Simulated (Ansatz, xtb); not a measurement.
Molecule: TlI, charge 1, multiplicity 2. 
Coordinates optimised at B3LYP-D3(BJ)/def2-TZVP (Ansatz, a program for electronic structure):
```
Tl
I 1 3.4191
```
Charge +1, spin multiplicity 2.

Harmonic wavenumbers from GFN2-xTB (xtb, at its own minimum), cm⁻¹: 64.

### Question
Give the harmonic wavenumbers at B3LYP-D3(BJ)/def2-TZVP (Ansatz, finite differences of forces, unscaled).

### Answer
67 cm⁻¹. Zero-point energy 0.1 kcal/mol.

### Question
From these and the geometry, give the ideal-gas thermochemistry at 298.15 K and 1 atm (rigid rotor, harmonic oscillator).

### Answer
Point group C∞v, rotational symmetry number 1. Rotational constants 0.5522, 0.5522 GHz. S(trans) 43.29, S(rot) 20.52, S(vib) 4.24, S(elec, spin only) 1.38, S 69.4 cal/(mol K). H(298) - H(0) 2.58 kcal/mol; G - E(el) -18.0 kcal/mol.
